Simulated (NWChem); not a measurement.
A series in which one site is exchanged, each optimised at PBE0/def2-SVP with NWChem, gas phase unless a solvent is named. This build's default masses of Se (78.918 u) and Br (79.917 u) are each other's, which moves their modes by up to 0.6 %. For some, no frequency run checked for a minimum. def2 effective core potentials on Cd, Te; no spin-orbit coupling.

A: [Zn]([Br])[CH3] (CH₃BrZn; site = Zn)
B: [CH3][Be][Br] (CH3BeBr; site = Be)
C: C[Te]Br (CH3BrTe; site = Te)
D: [CH3][Cd][Br] (CH3BrCd; site = Cd)

```csv
quantity,A,B,C,D
"dipole (D), PBE0/def2-SVP",2.42,…,2.43,2.92
"orbital gap (eV), PBE0/def2-SVP",7.50,…,3.69,6.98
"vertical ionisation energy, ΔSCF, CAM-B3LYP/def2-SVP (eV)",10.55,…,8.33,10.25
"static polarisability, CAM-B3LYP/def2-SVPD (bohr³)",59.6,…,77.3,67.7
"lowest singlet excitation, CAM-B3LYP/def2-SVPD, TDA (eV)",6.37,…,2.24,5.84
```

Problem. What belongs in the gaps?

Solution. 
- dipole (D), PBE0/def2-SVP, B: 1.12
- orbital gap (eV), PBE0/def2-SVP, B: 8.67
- vertical ionisation energy, ΔSCF, CAM-B3LYP/def2-SVP (eV), B: 11.41
- static polarisability, CAM-B3LYP/def2-SVPD (bohr³), B: 49.2
- lowest singlet excitation, CAM-B3LYP/def2-SVPD, TDA (eV), B: 7.19
